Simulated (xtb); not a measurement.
Level of theory: GFN2-xTB (xtb).

```
xtb start.xyz --ohess tight --gfn 2 --chrg 0 --uhf 0 --iterations 400

# start.xyz
13

C     -1.698980    -0.121678    -0.524179
C     -0.459455    -0.688688     0.162293
C      0.558518     0.397162     0.451274
C      2.029370     0.104003     0.439632
C      1.583383     0.782098    -0.575167
H     -2.170192     0.629549     0.106078
H     -1.428054     0.344939    -1.468581
H     -2.423516    -0.908207    -0.722772
H     -0.754315    -1.169833     1.099263
H     -0.002783    -1.449201    -0.475591
H      0.183582     1.165668     1.125932
H      2.829291    -0.364063     0.958393
H      1.753151     1.278251    -1.498787
```

Output:

```
[...]
         :: -> anisotropic ES          0.003533939854 Eh    ::
         :: -> anisotropic XC          0.012483230577 Eh    ::
         :: -> dispersion             -0.006582258565 Eh    ::
         :: repulsion energy           0.263751752553 Eh    ::
         :: add. restraining           0.000000000000 Eh    ::
         :: total charge              -0.000000000000 e     ::
         :::::::::::::::::::::::::::::::::::::::::::::::::::::

           -------------------------------------------------
          |                Numerical Hessian                |
           -------------------------------------------------
step length          :   0.00500
SCC accuracy         :   0.30000
Hessian scale factor :   1.00000
frozen atoms in %    :   0.00000    0
RMS gradient         :   0.00011
estimated CPU  time      0.01 min
estimated wall time      0.01 min

writing file <hessian>.

 projected vibrational frequencies (cm⁻¹)
eigval :       -0.00    -0.00    -0.00    -0.00     0.00     0.00
eigval :       70.92   206.91   240.60   403.07   455.52   679.42
eigval :      734.68   810.06   860.92   901.35   939.07   951.51
eigval :     1025.67  1065.55  1099.32  1119.46  1237.28  1256.26
eigval :     1316.97  1378.04  1411.02  1488.82  1503.31  1506.84
eigval :     1766.56  2951.34  2960.06  2975.58  3030.34  3031.68
eigval :     3037.36  3218.74  3242.53
           -------------------------------------------------
          |                Property Printout                |
           -------------------------------------------------

    * Orbital Energies and Occupations

         #    Occupation            Energy/Eh            Energy/eV
      -------------------------------------------------------------
         1        2.0000           -0.6447987             -17.5459
         2        2.0000           -0.6088114             -16.5666
         3        2.0000           -0.5724802             -15.5780
         4        2.0000           -0.5504522             -14.9786
         5        2.0000           -0.5471069             -14.8875
         6        2.0000           -0.5122511             -13.9391
         7        2.0000           -0.4999305             -13.6038
         8        2.0000           -0.4828086             -13.1379
         9        2.0000           -0.4722844             -12.8515
        10        2.0000           -0.4502854             -12.2529
        11        2.0000           -0.4394730             -11.9587
        12        2.0000           -0.4254793             -11.5779
        13        2.0000           -0.3974881             -10.8162
        14        2.0000           -0.3862165             -10.5095 (HOMO)
        15                         -0.2074266              -5.6444 (LUMO)
        16                         -0.0357778              -0.9736
        17                          0.0711472               1.9360
        18                          0.1248260               3.3967
        19                          0.1417984               3.8585
        20                          0.1539108               4.1881
        21                          0.1736794               4.7261
        22                          0.1841019               5.0097
        23                          0.1967958               5.3551
        24                          0.2472770               6.7287
        25                          0.2705364               7.3617
       ...                                ...                  ...
        28                          0.8869043              24.1339
      -------------------------------------------------------------
                  HL-Gap            0.1787899 Eh            4.8651 eV
             Fermi-level           -0.2968216 Eh           -8.0769 eV

     #   Z          covCN         q      C6AA      α(0)
     1   6 C        3.753    -0.101    22.485     6.762
     2   6 C        3.800    -0.058    21.626     6.621
     3   6 C        3.857    -0.019    20.883     6.499
     4   6 C        2.885    -0.042    29.036     8.834
     5   6 C        2.885    -0.039    28.970     8.824
     6   1 H        0.925     0.033     2.545     2.495
     7   1 H        0.925     0.035     2.520     2.483
     8   1 H        0.925     0.031     2.566     2.505
     9   1 H        0.924     0.028     2.617     2.530
    10   1 H        0.924     0.026     2.647     2.544
    11   1 H        0.925     0.009     2.903     2.665
    12   1 H        0.927     0.049     2.335     2.389
    13   1 H        0.927     0.049     2.334     2.389

 Mol. C6AA /au·bohr⁶  :       1403.653310
 Mol. C8AA /au·bohr⁸  :      31402.012794
 Mol. α(0) /au        :         57.540007

Wiberg/Mayer (AO) data.
largest (>0.10) Wiberg bond orders for each atom

 ---------------------------------------------------------------------------
     #   Z sym  total        # sym  WBO       # sym  WBO       # sym  WBO
 ---------------------------------------------------------------------------
     1   6 C    3.997 --     2 C    1.014     7 H    0.989     6 H    0.988
                             8 H    0.988
     2   6 C    3.998 --     1 C    1.014     3 C    1.001    10 H    0.979
                             9 H    0.974
     3   6 C    3.915 --     2 C    1.001    11 H    0.967     5 C    0.949
                             4 C    0.949
     4   6 C    3.949 --     5 C    1.983    12 H    0.966     3 C    0.949
     5   6 C    3.949 --     4 C    1.983    13 H    0.966     3 C    0.949
     6   1 H    0.999 --     1 C    0.988
     7   1 H    0.999 --     1 C    0.989
     8   1 H    0.999 --     1 C    0.988
     9   1 H    0.999 --     2 C    0.974
    10   1 H    0.999 --     2 C    0.979
    11   1 H    1.000 --     3 C    0.967
    12   1 H    0.998 --     4 C    0.966
    13   1 H    0.998 --     5 C    0.966
 ---------------------------------------------------------------------------

Topologies differ in total number of bonds
Writing topology from bond orders to xtbtopo.mol

molecular dipole:
                 x           y           z       tot (Debye)
 q only:        0.090      -0.001      -0.055
   full:        0.128      -0.003      -0.073       0.373
molecular quadrupole (traceless):
                xx          xy          yy          xz          yz          zz
 q only:        0.633      -0.042      -0.492       0.058      -0.531      -0.141
  q+dip:       -0.044      -0.591      -0.812       0.042      -1.552       0.857
   full:        0.232      -0.150      -0.428       0.009      -0.691       0.196

           -------------------------------------------------
          |                Geometry Summary                 |
           -------------------------------------------------

      molecular mass/u    :       68.1172055
   center of mass at/Å    :        0.3251285       0.0763841      -0.0211014
  moments of inertia/u·Å² :        0.3586859E+02   0.1556809E+03   0.1716938E+03
rotational constants/cm⁻¹ :        0.4699831E+00   0.1082833E+00   0.9818428E-01

 * 11 selected distances

     #   Z          #   Z                                           value/Å
     1   6 C        2   6 C                                       1.5261608 (max)
     2   6 C        3   6 C                                       1.5161958
     4   6 C        5   6 C                                       1.2994362
     1   6 C        6   1 H                                       1.0879370
     1   6 C        7   1 H                                       1.0876708
     1   6 C        8   1 H                                       1.0876671
     2   6 C        9   1 H                                       1.0937806
     2   6 C       10   1 H                                       1.0926232
     3   6 C       11   1 H                                       1.0891933
     4   6 C       12   1 H                                       1.0621076
     5   6 C       13   1 H                                       1.0621031 (min)

 * 2 distinct bonds (by element types)

   Z      Z             #   av. dist./Å        max./Å        min./Å
   1 H    6 C           8     1.0828853     1.0937806     1.0621031
   6 C    6 C           3     1.4472643     1.5261608     1.2994362

           -------------------------------------------------
          |               Frequency Printout                |
           -------------------------------------------------
 projected vibrational frequencies (cm⁻¹)
eigval :       -0.00    -0.00    -0.00    -0.00     0.00     0.00
eigval :       70.92   206.91   240.60   403.07   455.52   679.42
eigval :      734.68   810.06   860.92   901.35   939.07   951.51
eigval :     1025.67  1065.55  1099.32  1119.46  1237.28  1256.26
eigval :     1316.97  1378.04  1411.02  1488.82  1503.31  1506.84
eigval :     1766.56  2951.34  2960.06  2975.58  3030.34  3031.68
eigval :     3037.36  3218.74  3242.53
 reduced masses (amu)
   1:  9.57   2:  8.82   3: 10.12   4:  9.78   5:  9.99   6: 10.27   7:  7.74   8:  2.33
   9:  7.80  10:  7.98  11:  8.64  12:  4.75  13:  2.99  14:  3.66  15:  6.34  16:  5.06
  17:  2.79  18:  7.18  19:  2.85  20:  7.29  21:  7.37  22:  6.68  23:  5.78  24:  4.17
  25:  4.35  26:  6.53  27:  3.12  28:  1.90  29:  1.53  30:  1.62  31: 10.83  32:  1.84
  33:  1.75  34:  1.63  35:  1.95  36:  1.92  37:  1.28  38:  1.83  39:  2.32
 IR intensities (km·mol⁻¹)
   1:  0.02   2:  0.04   3:  0.01   4:  0.00   5:  0.06   6:  0.02   7:  0.09   8:  0.05
Molecule has no symmetry elements
It seems to be the C1 point group
   9:  0.68  10:  0.08  11:  1.16  12:  0.02  13: 22.95  14:  5.33  15:  1.52  16:  8.08
  17:  9.32  18:  5.28  19:  3.75  20:  1.61  21:  3.47  22:  3.20  23:  0.14  24:  3.09
  25:  7.37  26:  8.50  27:  1.27  28:  0.05  29:  2.57  30:  1.93  31: 12.91  32: 28.74
  33: 77.87  34: 61.51  35: 59.41  36: 55.14  37: 25.90  38: 12.01  39: 11.06
 Raman intensities (Ä⁴*amu⁻¹)
   1:  0.00   2:  0.00   3:  0.00   4:  0.00   5:  0.00   6:  0.00   7:  0.00   8:  0.00
   9:  0.00  10:  0.00  11:  0.00  12:  0.00  13:  0.00  14:  0.00  15:  0.00  16:  0.00
  17:  0.00  18:  0.00  19:  0.00  20:  0.00  21:  0.00  22:  0.00  23:  0.00  24:  0.00
  25:  0.00  26:  0.00  27:  0.00  28:  0.00  29:  0.00  30:  0.00  31:  0.00  32:  0.00
  33:  0.00  34:  0.00  35:  0.00  36:  0.00  37:  0.00  38:  0.00  39:  0.00
 output can be read by thermo (or use thermo option).
 writing <g98.out> molden fake output.
 recommended (thermochemical) frequency scaling factor: 1.0
           -------------------------------------------------
          |             Thermodynamic Functions             |
           -------------------------------------------------

c1  symmetry found (for desy threshold:  0.10E+00) used in thermo

          ...................................................
          :                      SETUP                      :
          :.................................................:
          :  # frequencies                          33      :
          :  # imaginary freq.                       0      :
          :  linear?                             false      :
          :  only rotor calc.                    false      :
          :  symmetry                               c1      :
          :  rotational number                       1      :
          :  scaling factor                  1.0000000      :
          :  rotor cutoff                   50.0000000 cm⁻¹ :
          :  imag. cutoff                  -20.0000000 cm⁻¹ :
          :.................................................:

    mode    ω/cm⁻¹     T·S(HO)/kcal·mol⁻¹    T·S(FR)/kcal·mol⁻¹   T·S(vib)
   ------------------------------------------------------------------------
       1     70.92    -1.23070 ( 80.18%)    -0.95244 ( 19.82%)    -1.17556
       2    206.91    -0.61740 ( 99.66%)    -0.63561 (  0.34%)    -0.61746
       3    240.60    -0.53620 ( 99.81%)    -0.59095 (  0.19%)    -0.53630
   ------------------------------------------------------------------------

   temp. (K)  partition function   enthalpy   heat capacity  entropy
                                   cal/mol     cal/K/mol   cal/K/mol   J/K/mol
 298.15  VIB   12.4                 1939.358     14.564     11.323
         ROT  0.748E+05              888.752      2.981     25.283
         INT  0.927E+06             2828.110     17.545     36.606
         TR   0.544E+27             1481.254      4.968     38.556
         TOT                        4309.3638    22.5129    75.1622   314.4787

       T/K    H(0)-H(T)+PV         H(T)/Eh          T*S/Eh         G(T)/Eh
   ------------------------------------------------------------------------
    298.15    0.686741E-02    0.118217E+00    0.357120E-01    0.825048E-01
   ------------------------------------------------------------------------

         :::::::::::::::::::::::::::::::::::::::::::::::::::::
         ::                  THERMODYNAMIC                  ::
         :::::::::::::::::::::::::::::::::::::::::::::::::::::
         :: total free energy         -14.598099572090 Eh   ::
         ::.................................................::
         :: total energy              -14.680604405898 Eh   ::
         :: zero point energy           0.111349415483 Eh   ::
         :: G(RRHO) w/o ZPVE           -0.028844581676 Eh   ::
         :: G(RRHO) contrib.            0.082504833808 Eh   ::
         :::::::::::::::::::::::::::::::::::::::::::::::::::::

optimized geometry written to: xtbopt.xyz

           -------------------------------------------------
          | TOTAL ENERGY              -14.680604405898 Eh   |
          | TOTAL ENTHALPY            -14.562387582030 Eh   |
          | TOTAL FREE ENERGY         -14.598099572090 Eh   |
          | GRADIENT NORM               0.000109077961 Eh/α |
          | HOMO-LUMO GAP               4.865119903918 eV   |
           -------------------------------------------------

------------------------------------------------------------------------
```

Cost: roughly 0.4 core-seconds.
